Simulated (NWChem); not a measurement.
## Atomisation of HIn

```xyz
2

In     0.0000     0.0000     0.0377
H      0.0000     0.0000    -1.8484
```
Charge 0, spin multiplicity 1.

All runs are NWChem calculations. Structure: optimised with PBE/def2-SVP with def2 effective core potentials on In, a minimum by its harmonic frequencies.

Basis set: def2-TZVP. The atomisation energy is electronic alone: no zero-point, thermal, spin-orbit or counterpoise terms. No value is extrapolated to the basis-set limit. Free atoms are single determinants with multiplicities In 2, H 2. Correlated methods freeze the same cores in atoms and molecule, 4 orbitals in all.

Effective core potentials replace the inner electrons of In; spin-orbit coupling is left out. The correlated methods keep 4 core orbitals frozen. The structure started from a generated list of species. The stability of the SCF solutions was not checked. Open-shell Hartree-Fock references start from PBE0 orbitals.

Question: Order these methods by the atomisation energy they give, lowest first: PBE, LC-wPBE (omega 0.3 per bohr), CAM-B3LYP, MP2, M06-2X, LDA (SVWN5).

Answer: MP2 (55.7 kcal/mol), M06-2X (58.1 kcal/mol), LC-wPBE (omega 0.3 per bohr) (60.3 kcal/mol), PBE (61.2 kcal/mol), CAM-B3LYP (63.3 kcal/mol), LDA (SVWN5) (70.2 kcal/mol)
